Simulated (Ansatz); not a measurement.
Species: BHI, charge 0, doublet. BHI (SMILES [BH]I, doublet).
B3LYP-D3(BJ)/def2-TZVP minimum from Ansatz (an electronic-structure program):
```xyz
3

B     -1.0537     0.9595    -1.2016
H     -2.0146     0.5147    -1.7397
I      0.1374    -0.1002     0.1462
```
Charge 0, spin multiplicity 2.

Total energies in def2-TZVPP, 11 correlated electrons, 10 frozen orbitals. UHF or UKS for unpaired electrons; spin-orbit terms are left out. Cores are frozen in correlated methods (noble-gas shells, and filled d and f shells in the p block). Past Kr the def2 sets carry scalar-relativistic core potentials. Spin-orbit terms, left out, reach several kcal/mol for Br and I, and more for heavier atoms.

```csv
method,program,energy (Eh),minus CCSDT(Q) (mEh)
HF,Ansatz,-321.88415,251.35
MP2,Ansatz,-322.09667,38.83
CCSD,Ansatz,-322.12327,12.24
CCSD(T),Ansatz,-322.13382,1.68
CCSDT(Q),Ansatz,-322.13551,0.00
```

Rough core times of Ansatz's runs on a shared machine: CCSD(T) under 20 s, CCSDT(Q) 10 min.
